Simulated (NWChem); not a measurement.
Molecule: CoHOF, quartet; SMILES [OH][Co][F]

```xyz
4

Co     0.0001     0.0339     0.0000
F     -0.0002     1.7538     0.0000
O     -0.0012    -1.6712     0.0000
H      0.0043    -2.6229     0.0000
```
Atoms are numbered in this order, from 1.

This is a stationary point of PBE0/def2-SVP, spin-unrestricted (NWChem), point group C*v. This spin state was assumed; another may lie lower.

**Question.** Is it a minimum? If not, what does it relax to?

**Answer.** No. It has an imaginary frequency of 317i cm⁻¹. Following that mode (on a finer grid) lowers the energy by 1.1 kcal/mol and ends, with real frequencies alone, at point group Cs:
```xyz
4

Co     0.0517    -0.0321     0.0000
F     -0.0781     1.6829     0.0000
O      0.2053    -1.7550     0.0000
H     -0.4365    -2.4666     0.0000
```
